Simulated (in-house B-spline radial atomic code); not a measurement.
Inner levels of oxygen as electrons are removed. A shift is the extra binding of the orbital against the neutral atom ([He] 2s2 2p4). Computed with a B-spline radial code for spherical atoms: non-relativistic Hartree-Fock, average of the configuration, point nuclei.

```
ion  configuration  shift of 1s (eV)  radius of 1s (bohr)  Σ<r²> (bohr²)  change of density at nucleus (bohr⁻³)
  O   [He] 2s2 2p4                 0              0.19858         11.267                                      -
 O+   [He] 2s2 2p3            19.046              0.19846         7.4913                                 1.5549
O2+   [He] 2s2 2p2            43.307               0.1982         5.0761                                 3.6819
O3+   [He] 2s2 2p1                 ?                    ?              ?                                      ?
O4+       [He] 2s2            106.43               0.1972         2.1568                                 9.5799
O5+       [He] 2s1                 ?                    ?              ?                                      ?
O6+            1s2            176.49              0.19676        0.10389                                -12.125
O7+            1s1            308.01               0.1875       0.046875                                -148.73
```

**Question.** Fill in the row of O3+.

**Answer.** shift of 1s (eV): 72.495; radius of 1s (bohr): 0.19779; Σ<r²> (bohr²): 3.3902; change of density at nucleus (bohr⁻³): 6.3556.

**Question.** Fill in the row of O5+.

**Answer.** shift of 1s (eV): 140.06; radius of 1s (bohr): 0.19714; Σ<r²> (bohr²): 1.037; change of density at nucleus (bohr⁻³): -0.079218.
